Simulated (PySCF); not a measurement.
Electron correlation in Li⁺ (lithium, charge +1)

1s2, closed-shell 1S. All numbers are calculated (PySCF 2.14, no relativity, point nucleus, in pcseg-2 (4s2p1d, 15 functions)). Frozen: nothing; 2 electrons correlated.

Total MP2 correlation energy: -9.62 mhartree.

Same-spin part 0.00 and opposite-spin part -9.62 mhartree; SCS-MP2 scales them by 1/3 and 6/5 to -11.54 mhartree.

With two correlated electrons CCSD is exact within the correlated space (frozen core and kept virtual orbitals).

```tsv
level	correlation energy (mhartree)
CCSD	-11.25
```

Diagnostics: T1 = 0.0012, D1 = 0.0017, largest double amplitude 0.029.

Task: Is a single reference adequate?

Result: Yes: T1 lies below 0.03 and no double amplitude reaches 0.07.
